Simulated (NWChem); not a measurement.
System: SbClF₂; SMILES [Sb]([F])([Cl])[F]

Here is an NWChem input.

```
start job
memory heap 200 mb stack 900 mb global 1100 mb
geometry units angstroms noautosym nocenter noautoz
  Sb     0.291486     0.354595     0.000000
  F     -0.931885     0.809795    -1.411300
  F     -0.931885     0.809795     1.411300
  Cl    -0.131927    -1.960426     0.000000
end
basis spherical
  * library def2-svpd
end
ecp
  Sb library def2-ecp
end
dft
  xc xcamb88 1.00 lyp 0.81 vwn_5 0.19 hfexch 1.00
  cam 0.33 cam_alpha 0.19 cam_beta 0.46
  iterations 150
end
property
  response 1 0.0
end
task dft property
```

Structure relaxed at the PBE0/def2-SVP level. Not confirmed as a minimum by frequencies. def2 effective core potentials on Sb; no spin-orbit coupling.

Static field.

What results follow from this input? (CAM-B3LYP/def2-SVPD with def2 effective core potentials on Sb.) Quantities: isotropic polarisability (bohr³); anisotropy (bohr³).


```
Property                          Result
--------------------------------  ------
isotropic polarisability (bohr³)    52.5
anisotropy (bohr³)                  19.6
```
